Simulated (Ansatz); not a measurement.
`FC(F)(Cl)Br` + HI → `FC(Cl)(Br)I` + H–F  (substitution at a C–F bond)

Calculated with Ansatz (gas phase, PBE0-D4/def2-TZVP geometries, no zero-point term in ΔE). CCSD(T)/CBS is the MP2 limit (def2-TZVPP, def2-QZVPP) plus CCSD(T) − MP2 in def2-TZVPP, frozen cores. This one scheme is used for every species. DFT in def2-TZVPP. HSE06 is defined as in plane-wave codes. Elements past krypton have def2 core potentials. For Br, I outer-core shells are correlated without core-valence functions, which leaves a few kJ/mol of doubt a bond. Scalar relativity is left out up to krypton.

Problem. Is it downhill or uphill in electronic energy at CCSD(T)/CBS, and by how much? (Best estimate.)

Solution. Computed: Uphill: ΔE = +5.2 kJ/mol.

Problem. What do these levels give: PBE-D4, r2SCANh-D4, HSE06-D4, ωB97M-V, r2SCAN, BHLYP? (Best estimate.)

Solution. Computed: PBE-D4 18.4, r2SCANh-D4 32.0, HSE06-D4 24.0, ωB97M-V 30.0, r2SCAN 32.7, BHLYP 42.2 kJ/mol.

Largest T1 diagnostic among the species: 0.010.

At CCSD(T), def2-SVP lies +52.8 kJ/mol from the extrapolated value and def2-TZVPP +15.4 kJ/mol. In def2-TZVPP, CCSD(T) changes the Hartree–Fock value by −38.2 kJ/mol (the triples alone add −6.3 kJ/mol) and MP2 by −56.6 kJ/mol.
